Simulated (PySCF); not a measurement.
# Polarisability and C₆ of F⁺ (fluorine, charge +1)

[He] 2s2 2p4, high-spin 3P determinant. All numbers are calculated (PySCF 2.14, the spin-free X2C one-electron Hamiltonian (Gaussian nucleus), in dyall-acv3z (15s9p4d2f, 76 functions)). Coupled (time-dependent) response in atomic units; α is the mean over directions.

```
method  mean α (bohr³)         α xx, yy, zz  C₆ (like pair)  S(−4)
   UHF           1.708  1.781, 1.561, 1.781           3.115  1.226
   PBE           1.856  1.902, 1.765, 1.902           3.491  1.465
  PBE0           1.803  1.857, 1.694, 1.857           3.357  1.366
revPBE           1.857  1.903, 1.766, 1.903           3.495  1.468
  BLYP           1.856  1.899, 1.769, 1.899           3.487  1.457
```

S(−4) is the Cauchy moment in α(ω) = α(0) + S(−4) ω² + …

α(iu) at PBE:

```tsv
u (hartree)	α(iu) (bohr³)
0	1.856
0.0500	1.853
0.100	1.842
0.200	1.801
0.300	1.738
0.500	1.575
0.750	1.353
1.00	1.150
1.50	0.8332
2.00	0.6197
3.00	0.3745
5.00	0.1761
```

A single London oscillator, α(iu) = α/(1 + u²/ω²), gives C₆ = (3/4) ω α². Matching the computed C₆ needs ω = 4 × 3.491 / (3 × 1.856²) = 1.35 hartree.

For an ion, C₆ is the dispersion term alone; charge-induced terms of lower order in 1/R come first.

The components differ because the open shell of this determinant is not spherical; for a pure term their mean is the scalar polarisability.
